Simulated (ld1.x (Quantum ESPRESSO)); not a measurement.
# Mo (Z = 42), PAW: configuration errors across variants

molybdenum (Mo), PAW, made with ld1.x (Quantum ESPRESSO) 7.5 (LDA (PZ), scalar-relativistic). Core [Ar] 3d10, reference 4s2 4p6 4d6 5s0 5p0. Waves: 4s (bound): rcut 1.45, rcutus 1.75 bohr; 5s (bound, empty): rcut 1.45, rcutus 1.75 bohr; 4p (bound): rcut 1.65, rcutus 2.00 bohr; 5p (bound, empty): rcut 1.65, rcutus 2.00 bohr; 4d (bound): rcut 1.85, rcutus 2.50 bohr; 4d channel at 4.95 Ry: rcut 1.85, rcutus 2.50 bohr. Local part: all-electron potential smoothed inside 2.10 bohr (lloc = -1). Core correction: Bessel-smoothed model core inside 0.90 bohr. Augmentation charge: BESSEL, radius 1.60 bohr.

All-electron excitation energies from the reference (eV): (1) 4s2 4p6 4d5 5s1 5p0 -0.822; (2) 4s2 4p6 4d5 5s0 5p0 6.364; (3) 4s2 4p6 4d4 5s0 5p0 22.067; (4) 4s2 4p6 4d5 5s0 5p1 2.423; (5) 4s2 4p6 4d2 5s0 5p0 88.725; (6) 4s2 4p6 4d4 5s1 5p1 2.938; (7) 4s2 4p6 4d5 5s0.5 5p0 2.042; (8) 4s2 4p6 4d6 5s0 5p0 spin -1.817; (9) 4s2 4p6 4d5 5s1 5p0 spin -4.745.

Spin tests fill each open shell by Hund’s rule, majority spin first.

The overlap operator is not positive definite (basis up to 400 Ry) in “base”, “local potential all-electron potential smoothed inside 1.40 bohr (lloc = -1)”, “waves 4p (bound): rcut 1.65, rcutus 2.74 bohr; 5p (bound): rcut 1.65, rcutus 2.74 bohr”, “core correction Bessel-smoothed model core inside 1.44 bohr”, “local potential all-electron potential smoothed inside 2.00 bohr (lloc = -1)”, “wave 4d channel at 4.95 Ry: rcut 1.85, rcutus 2.50 bohr becomes 4d channel at 0.06 Ry: rcut 1.85, rcutus 2.50 bohr”, “waves 4d (bound): rcut 1.85, rcutus 1.98 bohr; 4d channel at 4.95 Ry: rcut 1.85, rcutus 1.98 bohr”. Such files are unfit for use, however small their errors in these radial tests.

Tests that are not counted but printed errors over 1 eV. “waves 4p (bound): rcut 1.65, rcutus 2.74 bohr; 5p (bound): rcut 1.65, rcutus 2.74 bohr”: 4s2 4p6 4d5 5s0 5p1 (solver errors, printed error -2.0 eV); 4s2 4p6 4d4 5s1 5p1 (solver errors, printed error -2.3 eV).

3 further variants failed, have other tests or too few solved ones, and are left out.

Errors AE − PS in meV (a dash: test not solved or not reliable):

| change | (1) | (2) | (3) | (4) | (5) | (6) | (7) | (8) | (9) | bound ghosts |
| --- | --- | --- | --- | --- | --- | --- | --- | --- | --- | --- |
| base | +3.4 | +3.0 | +14 | +3.6 | +35 | +14 | +3.2 | -37 | -81 | not determined (overlap not positive) |
| local potential all-electron potential smoothed inside 1.40 bohr (lloc = -1) | +4.1 | +2.6 | +13 | +3.3 | +48 | +13 | +3.2 | +4.1 | +9.3 | not determined (overlap not positive) |
| waves 4p (bound): rcut 1.65, rcutus 2.74 bohr; 5p (bound): rcut 1.65, rcutus 2.74 bohr | +2.8 | +2.7 | +11 | – | -32 | – | +2.9 | -9.0 | -13 | not determined (overlap not positive) |
| core correction Bessel-smoothed model core inside 1.44 bohr | +3.2 | +3.0 | +14 | +3.6 | +36 | +14 | +3.3 | -53 | -116 | not determined (overlap not positive) |
| local potential all-electron potential smoothed inside 2.00 bohr (lloc = -1) | +3.9 | +2.4 | +11 | +3.6 | +35 | +13 | +3.1 | +5.4 | +14 | not determined (overlap not positive) |
| wave 4d channel at 4.95 Ry: rcut 1.85, rcutus 2.50 bohr becomes 4d channel at 0.06 Ry: rcut 1.85, rcutus 2.50 bohr | +1.5 | +0.2 | -1.0 | +1.1 | -24 | +4.4 | +1.1 | -37 | -79 | not determined (overlap not positive) |
| waves 4d (bound): rcut 1.85, rcutus 1.98 bohr; 4d channel at 4.95 Ry: rcut 1.85, rcutus 1.98 bohr | +0.3 | -1.1 | -6.8 | +0.1 | -34 | -1.3 | +0.2 | -2.7 | -5.4 | not determined (overlap not positive) |

Problem. Give the same row for: type RRKJ; waves now 4p (bound): rc 2.00 bohr; 4d (bound): rc 2.50 bohr; 4s (bound): rc 1.75 bohr; local potential the s channel.

Solution. +998, +4.4, +39, +205, +532, +1572, +570, +134, +1266; bound ghosts: none.
